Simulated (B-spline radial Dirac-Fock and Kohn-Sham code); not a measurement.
**X-ray form factors of antimony in several charge states**

Model: Dirac-Fock orbitals of the configuration average with a finite nucleus. Program: a radial atomic solver.

Configurations: Sb³¹⁺ [Ar] 3d2; Sb³²⁺ [Ar] 3d1; Sb³³⁺ [Ne] 3s2 3p6; Sb³⁴⁺ [Ne] 3s2 3p5. The first column is f₀ of Sb³¹⁺, the others are differences from it.

```tsv
s (Å⁻¹)	Sb³¹⁺	Δ Sb³²⁺	Δ Sb³³⁺	Δ Sb³⁴⁺
0	20.000	-1.000	-2.000	-3.000
0.1	19.918	-0.993	-1.986	-2.978
0.2	19.675	-0.971	-1.944	-2.912
0.3	19.280	-0.936	-1.876	-2.805
0.4	18.748	-0.890	-1.785	-2.662
0.5	18.096	-0.834	-1.674	-2.489
0.7	16.524	-0.700	-1.412	-2.079
0.9	14.755	-0.556	-1.126	-1.633
1.1	12.970	-0.416	-0.849	-1.202
1.4	10.563	-0.240	-0.497	-0.663
```

Values without a named source are computed, but for edge energies of neutral atoms, which are taken from tables.
